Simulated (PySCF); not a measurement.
C7H11O2 (charge +1).
Geometry (PBE0-D3(BJ)/def2-SVP, Å), atoms numbered from 1 in this order:
```
atom  x, y, z in Å
C1    -2.429    0.860   -1.194
C2    -2.216   -0.527   -0.705
C3    -1.474   -0.944    0.331
C4    -0.678   -0.026    1.245
C5     0.676    0.005    0.678
O6     1.539   -0.909    0.918
C7     2.732   -0.681    0.120
C8     2.386    0.606   -0.636
O9     1.048    0.905   -0.153
H10   -3.502    1.109   -1.163
H11   -1.879    1.626   -0.630
H12   -2.133    0.940   -2.253
H13   -2.757   -1.310   -1.250
H14   -1.410   -2.010    0.563
H15   -1.077    0.996    1.267
H16   -0.629   -0.431    2.266
H17    3.577   -0.589    0.815
H18    2.869   -1.562   -0.520
H19    2.320    0.489   -1.725
H20    3.021    1.466   -0.390
```

Theory: PBE0-D3(BJ)/def2-SVP geometry optimisation, gas phase (PySCF).

Take the most abundant isotopes and a rigid rotor. The values belong to one conformer with, in the numbering `[CH3:1]/[CH:2]=[CH:3]\[CH2:4][C+:5]1[O:6][CH2:7][CH2:8][O:9]1`, C2–C3–C4–C5 -94°, C3–C4–C5–O6 -83°.

(1) What are A, B and C (cm⁻¹)?

(2) What kind of rotor is it?

(3) Is it planar, by Δ = Ic − Ia − Ib?

(4) Give the other two planar moments, Paa and Pbb, and the rms extents of the mass along the axes.

(5) Which lines would a microwave search look for?

(6) Estimate the classical rotational partition function at 10 K, 100 K and 500 K.

## Answers

(1) Ia = 153.93, Ib = 491.20, Ic = 562.71 u·Å²; 505379 MHz·u·Å²/I gives 3283, 1029 and 898.1 MHz, that is A = 0.10952, B = 0.03432, C = 0.02996 cm⁻¹.

(2) An asymmetric top; Ray's κ = -0.890.

(3) Not planar: Δ = Ic − Ia − Ib = -82.42 u·Å². For a rigid frame Δ = −2 Σ m c², so Σ m c² = 41.21 u·Å² lies off the ab plane: 13.58 from hydrogen and 27.62 from heavier atoms. The atom farthest from that plane is 1.69 Å away.

(4) Paa = Σ m a² = (Ib + Ic − Ia)/2 = 449.99 and Pbb = Σ m b² = (Ia + Ic − Ib)/2 = 112.72 u·Å². With the mass M = 127.08 u, the rms extents √(P/M) along a, b and c are 1.88, 0.94, 0.57 Å.

(5) The dipole components (about the centre of mass, as the species is charged) are |μa| = 3.72 D, |μb| = 1.03 D, |μc| = 0.38 D. Intensities carry the squares of the components, which stand as 1.00 : 0.08 : 0.01 (a : b : c). Some lines, for components of 0.1 D or more:

| type | branch | J(Ka,Kc) | MHz | lower level (cm⁻¹) |
| --- | --- | --- | --- | --- |
| a | Q | 2(1,1) ← 2(1,2) | 392 | 0.264 |
| b | R | 2(0,2) ← 1(1,1) | 1594 | 0.139 |
| a | R | 1(0,1) ← 0(0,0) | 1927 | 0.000 |
| c | Q | 2(1,2) ← 2(0,2) | 2129 | 0.193 |
| c | Q | 1(1,1) ← 1(0,1) | 2254 | 0.064 |
| b | Q | 1(1,0) ← 1(0,1) | 2385 | 0.064 |
| b | Q | 2(1,1) ← 2(0,2) | 2521 | 0.193 |
| a | R | 2(1,2) ← 1(1,1) | 3723 | 0.139 |
| a | R | 2(0,2) ← 1(0,1) | 3848 | 0.064 |
| a | R | 2(1,1) ← 1(1,0) | 3985 | 0.144 |
| b | R | 1(1,1) ← 0(0,0) | 4181 | 0.000 |
| c | R | 1(1,0) ← 0(0,0) | 4312 | 0.000 |
| b | R | 2(1,2) ← 1(0,1) | 5978 | 0.064 |
| c | R | 2(1,1) ← 1(0,1) | 6370 | 0.064 |
| c | Q | 2(2,1) ← 2(1,1) | 6763 | 0.277 |
| b | Q | 2(2,0) ← 2(1,1) | 6769 | 0.277 |
| b | Q | 2(2,1) ← 2(1,2) | 7155 | 0.264 |
| b | R | 2(2,1) ← 1(1,0) | 10748 | 0.144 |
| c | R | 2(2,0) ← 1(1,0) | 10753 | 0.144 |
| c | R | 2(2,1) ← 1(1,1) | 10879 | 0.139 |
| b | R | 2(2,0) ← 1(1,1) | 10884 | 0.139 |

(6) Point group C1, symmetry number σ = 1; q = (√π/σ)·√((kT/h)³/(ABC)), k/h = 20836.6 MHz/K: 3060 at 10 K, 96800 at 100 K, 1080000 at 500 K.

Not checked by PBE0-D3(BJ)/def2-SVP frequencies. Zero-point vibration and centrifugal distortion are left out. A rigid rotor knows nothing of internal rotation, which can split or shift real lines.

Rough CPU time on one thread of a shared machine: about 6 min. These figures are those of the optimisation.
